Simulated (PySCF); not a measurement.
ClH6NSi2, SMILES N[SiH2][SiH2]Cl. Coordinates come from a B3LYP-D3(BJ)/def2-SVP optimisation. The structure was generated by enumeration, and PubChem lists no compound with its InChIKey, so it may never have been made. The values are those of a single conformer.

Give the equilibrium geometry at B3LYP-D3(BJ)/def2-SVP (PySCF confirms it by a frequency run) as a Z-matrix. (Estimate from the structure and the level; the computed values follow.)

One answer among several that fit: 
```
Si
N 1 1.7404
H 2 1.0164 1 117.90
H 2 1.0178 3 109.81 1 137.83
H 1 1.4920 2 108.03 3 -36.63
H 1 1.4923 5 109.76 2 120.32
Si 1 2.3565 5 111.45 6 118.70
H 7 1.4919 1 116.96 5 -75.44
H 7 1.4927 8 108.29 1 -129.11
Cl 7 2.1075 8 107.89 9 -115.67
```
